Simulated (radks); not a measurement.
Numerical settings for the nickel ion Ni+, [Ar] 3d9. Method: non-relativistic Kohn-Sham, SCAN, spin-polarised, spherical densities, point nucleus; open shells are filled with parallel spins first; meta-GGA in the generalised Kohn-Sham scheme; computed with a radial shooting solver on a logarithmic mesh with Libxc functionals. The defaults (mesh step 0.008 in ln r, mesh end at 40 bohr or more with all orbitals vanishing there, Anderson mixing 0.5 over 9 steps, residual threshold near 1e-9 with the energy settled to 1e-9 hartree or 1e-11 of itself, here a cap of 62 iterations) give E = -1508.126 hartree and 3d at -12.373 eV in 15 iterations. Run on one thread of a shared host, so times are rough (Arm Neoverse V1): 0.15 s of CPU time, 0.15 s wall, 15 iterations on 2476 mesh points. Changes against that run (0 stands for a change within the tolerance of the run):

setting	iterations	converged	E (mhartree)	e(3d) (meV)	CPU (s)
mesh step in ln r 0.08	25	no	diverged	-	0.07
mesh step in ln r 0.05	14	yes	-18.7	+17.3	0.04
mesh step in ln r 0.02	14	yes	-2.08	+1.9	0.07
mesh end (bohr) 400	15	yes	-0.00872	0	0.15
mesh end (bohr) 3	12	yes	+273	+5.99e+03	0.11
residual threshold 1e-16	62	no	0	0	0.39
residual threshold 0.001	12	yes	0	+0.548	0.13
mixing 2.5	23	yes	0	-0.00364	0.24
linear mixing, mixing 0.8	62	no	+2.82e+04	+9.29e+03	1.2
linear mixing, mixing 0.2	62	no	0	-0.00531	0.46
mixing history 2	26	yes	0	0	0.23
iteration cap 8	8	no	-0.00698	+4.55	0.09

Settings that end as converged yet miss the energy by more than 1 mhartree: mesh step in ln r 0.05 (-0.0187 hartree); mesh step in ln r 0.02 (-0.00208 hartree); mesh end (bohr) 3 (+0.273 hartree). A mesh that ends early acts as a hard wall.
